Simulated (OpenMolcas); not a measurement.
## OpenMolcas run: Hf3+

Input:

```
&GATEWAY
Coord
1

Hf 0.0 0.0 0.0
Basis=ANO-RCC-VTZP
Group=XYZ
NoMove
AngMom=0.0 0.0 0.0
AMFI
&SEWARD
* reference wave functions (RASSCF and RASSI steps not shown): 1 electron in 5 orbitals (5d)
>>> COPY JOB001 $Project.JobIph
&CASPT2
XMultistate=5 1 2 3 4 5
Frozen=14 16
IPEA=0.25
Imaginary=0.1
MaxIter=60
WThr=0.0 0.3 0.05
PrWF=0.5
NoMix
```

Launched by
```bash
OMP_NUM_THREADS=1 MOLCAS_MEM=1689 MOLCAS_PROJECT=a pymolcas a.inp > a.log  # once for each step of the input, in one work folder
```

Output, cut to the results:

```
--- CASPT2 ---
Orbital specifications:
      -----------------------

      Symmetry species                           1   2
                                                ag  au
      Frozen orbitals                           14  16
      Inactive orbitals                          1   3
      Active orbitals                            5   0
      Secondary orbitals                        31  34
      Deleted orbitals                           0   0
      Number of basis functions                 51  53
Type of calculation                        XMS-CASPT2
      Fock operator                              state-average
      IPEA shift                                 0.25
      Real shift                                 0.00
      Imaginary shift                            0.10
      The input orbitals will be transformed to quasi-canonical
      The input states will be rotated to diagonalize the Fock operator
Reference energy:      -15062.5194242101
      E2 (Non-variational):      -0.1901777984
      Shift correction:          -0.0000822666
      E2 (Variational):          -0.1902600649
      Total energy:          -15062.7096842750
      Residual norm:              0.0000000769
      Reference weight:           0.96561
      Contributions to the CASPT2 correlation energy
      Active & Virtual Only:         -0.0000000000
      One Inactive Excited:          -0.0382749310
      Two Inactive Excited:          -0.1519028674
Reference energy:      -15062.5194242101
      E2 (Non-variational):      -0.1899951469
      Shift correction:          -0.0000819096
      E2 (Variational):          -0.1900770565
      Total energy:          -15062.7095012666
      Residual norm:              0.0000000758
      Reference weight:           0.96570
      Contributions to the CASPT2 correlation energy
      Active & Virtual Only:         -0.0000000000
      One Inactive Excited:          -0.0382723340
      Two Inactive Excited:          -0.1517228129
::    XMS-CASPT2 Root  1     Total energy: -15062.70968428
::    XMS-CASPT2 Root  2     Total energy: -15062.70958431
::    XMS-CASPT2 Root  3     Total energy: -15062.70958027
::    XMS-CASPT2 Root  4     Total energy: -15062.70950128
::    XMS-CASPT2 Root  5     Total energy: -15062.70950109
```

In XMS-CASPT2 the single-state energies belong to rotated reference states; over a whole degenerate manifold the rotation is arbitrary, and only the multistate roots count.

Levels above the lowest, from the spin-orbit matrix with the multistate effective Hamiltonian, averaged by term, added to it:

```csv
Configuration,Term,J,E (cm-1),Term weight %
5d,2D,3/2,0.0,100
5d,2D,5/2,4910,100
```

CASPT2 breaks the degeneracy within a term, and the mean is taken; among the terms shown or strongly mixed into the levels shown the widest spread is 40 cm-1 (5d 2D). With one active electron, CASPT2 adds the correlation within the correlated inactive shells and between them and that electron, and leaves the splitting within a term as the reference gives it. Levels of configurations outside the active space are missing.

The CASPT2 steps took 0.97 s on 1 thread of Arm Neoverse V1 (shared host); the integral step is not counted.

The term weight is that of the spin-free term in the level, not the purity of its configuration.
